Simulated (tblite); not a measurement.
C$_{2}$H$_{6}$Se, charge +1, doublet, geometry from GFN2-xTB (a state made from the parent by changing its charge; the spin is typed, not shown lowest); GFN1-xTB (tblite 0.6.0).

tblite was given this input:
```
$ tblite run mol.xyz --method gfn1 --charge 1 --spin 1 --spin-polarized --json tblite.json --no-restart

# file mol.xyz
9

C      1.43646973    -0.33192309     0.77233591
Se     0.01776368     0.16430934    -0.42584659
C     -1.49741081    -0.23176581     0.68859745
H      1.39335021    -1.40350688     0.97191605
H      2.39274490    -0.08971693     0.31358720
H      1.33371012     0.20249750     1.71688143
H     -1.44849712    -1.26424698     1.03489391
H     -2.41075515    -0.07687321     0.11817061
H     -1.49887155     0.42746234     1.55773464
```

The log (banner, timings and long lists left out):

```
xTB calculator
 | screened Coulomb repulsion
 | Coulomb electrostatics
 |  * isotropic Klopman-Ohno-Mataga-Nishimoto electrostatics
 |  * onsite third-order electrostatics
 | DFT-D3(BJ) dispersion correction
 | Interactions (1)
 | [1] spin polarization

halogen bonding energy    0.0000000000000E+00 Eh
repulsion energy          1.1115217421990E-01 Eh
dispersion energy        -2.4117209005247E-03 Eh
interaction energy        0.0000000000000E+00 Eh
number of electrons       1.9000000000000E+01 e
integral cutoff           2.0076194534669E+01 bohr

------------------------------------------------------------
  cycle        total energy    energy error   density error
------------------------------------------------------------
      1     -10.10450711422  -1.0213248E+01   4.1500540E-01
      2     -10.13319563197  -2.8688518E-02   2.1354410E-01
      3     -10.18048195438  -4.7286322E-02   2.1631901E-01
      4     -10.27998553788  -9.9503583E-02   2.6105813E-02
      5     -10.28028957412  -3.0403624E-04   2.3356872E-02
      6     -10.28102276443  -7.3319031E-04   5.4821932E-03
      7     -10.28109890643  -7.6142001E-05   4.9878093E-04
      8     -10.28109870634   2.0008229E-07   4.1866768E-04
      9     -10.28109905488  -3.4853409E-07   4.3453124E-05
     10     -10.28109905594  -1.0573551E-09   1.9772015E-05
------------------------------------------------------------

electronic energy        -1.0389839509255E+01 Eh
total energy             -1.0281099055936E+01 Eh

Post processing:
 | Mayer-Wiberg bond orders

[Info] JSON dump of results written to 'tblite.json'
```
